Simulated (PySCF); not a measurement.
C5H6Se, SMILES C=CC1=C[Se]C1.

Coordinates come from a B3LYP-D3(BJ)/def2-SVP optimisation. This is a generated structure with no PubChem entry under its InChIKey; it may be hypothetical. Other conformers were not sampled.

Method: PySCF with r2SCAN/def2-TZVP.

Symmetry labels are those of the subgroup Cs that the program uses (full group Cs).

Question: List the valence orbital energies around the gap with their symmetry. (Estimate from the structure and the level; the computed values follow.)

Answer: 
```csv
orbital,symmetry,energy (eV)
HOMO−7,A',-11.36
HOMO−6,A',-9.90
HOMO−5,A',-9.36
HOMO−4,A',-8.57
HOMO−3,A",-8.19
HOMO−2,A',-7.81
HOMO−1,A",-6.91
HOMO,A",-5.05
LUMO,A",-1.78
LUMO+1,A',-1.51
LUMO+2,A',0.47
LUMO+3,A",0.86
```
